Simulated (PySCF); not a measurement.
## Two-component Hartree-Fock for Cu²⁴⁺ (copper, charge +24)

Start: [He] 2s2 2p1; 2p1/2 filled at m_j = +1/2. Calculated with PySCF 2.14 in an even-tempered Gaussian basis (17 s from 7.2 bohr⁻², ratio 2.4; 11 p from 9.4 bohr⁻², ratio 2.4; 5 d from 32 bohr⁻², ratio 2.6; 4 f from 48 bohr⁻², ratio 2.6): generalised Hartree-Fock with the X2C-1e Hamiltonian and a Gaussian nucleus; one run each with spin-orbit coupling (SO) switched off, then screened by Boettger's factors.

| spinor shell | electrons | ε, spin-free (eV) | ε, screened SO (eV) | weight of nominal j (screened SO) | rms radius, screened SO (bohr) |
| --- | --- | --- | --- | --- | --- |
| 1s1/2 | 2 | -10597.6 | -10596.1 | 1.000 | 0.0596 |
| 2s1/2 | 2 | -2364.2 | -2363.8 | 1.000 | 0.235 |
| 2p1/2 | 1 | -2295.4 | -2312.0 | 1.000 | 0.203 |

```csv
quantity,spin-free,screened SO
E (hartree),-1102.45514,-1103.06600
M_J,1/2,1/2
⟨J²⟩,1.116,0.750
⟨L²⟩,2.000,2.000
⟨S²⟩,0.750,0.750
```

Each row is a mean over spinors that exchange with the open shell spreads, by up to 7.408 eV (2s1/2).

Without spin-orbit coupling the j labels of p, d and f shells carry no meaning; the spin-free column gives the mean over the occupied spinors of each nl shell, and its ⟨J²⟩ belongs to a mixture of degenerate components.
